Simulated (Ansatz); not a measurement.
Reaction (ligand exchange at the Sn–C bond): `C=[C]([AlH2])[SnH3]` + `OCO` → `OC[O][SnH3]` + `C=[CH][AlH2]`

Calculated with Ansatz (gas phase, PBE0-D4/def2-TZVP geometries, no zero-point term in ΔE). CCSD(T)/CBS is the MP2 limit (def2-TZVPP, def2-QZVPP) plus CCSD(T) − MP2 in def2-TZVPP, frozen cores. This one scheme is used for every species. Functionals use def2-TZVPP. B3LYP here is the variant with VWN-RPA as its local correlation; programs differ in this. Elements past krypton have def2 core potentials. For Sn outer-core shells are correlated without core-valence functions, which leaves a few kJ/mol of doubt a bond. One conformer a species, not always the lowest.

`C=[C]([AlH2])[SnH3]`:

Cartesian coordinates in Å:
```
C 1.318 0.809 -0.489
C 0.227 0.259 0.061
Al -0.419 1.032 1.718
Sn -0.673 -1.397 -0.944
H 1.829 1.659 -0.029
H 1.775 0.461 -1.418
H 0.383 2.265 2.318
H -1.705 0.443 2.440
H -0.689 -2.774 0.070
H -2.286 -1.030 -1.375
H 0.241 -1.728 -2.353
```

`OCO`:

```xyz
7

O     0.111   -0.568    1.073
C    -0.278    0.298    0.048
O     0.377    0.043   -1.158
H    -0.120   -1.463    0.808
H    -0.066    1.304    0.425
H    -1.345    0.210   -0.179
H     1.320    0.175   -1.017
```

`OC[O][SnH3]`:

```xyz
10

O    -0.816   -1.729   -1.494
C    -0.237   -0.554   -1.031
O    -0.171   -0.578    0.361
Sn    0.602    0.948    1.343
H    -1.670   -1.819   -1.061
H     0.760   -0.520   -1.490
H    -0.814    0.326   -1.371
H    -0.328    2.327    0.952
H     0.456    0.476    2.966
H     2.219    1.123    0.825
```

`C=[CH][AlH2]`:

Cartesian coordinates in Å:
```
C -0.296 -0.743 -1.126
C -0.237 -0.626 0.205
Al 0.403 1.025 0.993
H 0.007 0.069 -1.785
H -0.646 -1.644 -1.627
H -0.560 -1.488 0.788
H 0.494 1.229 2.565
H 0.835 2.177 -0.012
```

CCSD(T)/CBS gives -0.18 eV.

Another level gave -0.24 eV. Which?
A. r2SCAN/def2-TZVPP
B. SCS-MP2/def2-TZVPP
C. HF/def2-TZVPP
D. B3LYP/def2-TZVPP

A. r2SCAN -0.24, SCS-MP2/def2-TZVPP -0.17, HF/def2-TZVPP -0.33, B3LYP -0.28 eV.

Largest T1 diagnostic among the species: 0.013.

The D4 term adds +0.05 eV with B3LYP and +0.02 eV with PBE0; it sums over pairs of atoms, weighted by their polarisabilities, and B3LYP, whose exchange is more repulsive, gets the larger term. In def2-TZVPP, CCSD(T) changes the Hartree–Fock value by +0.19 eV (the triples alone add +0.02 eV) and MP2 by +0.22 eV.
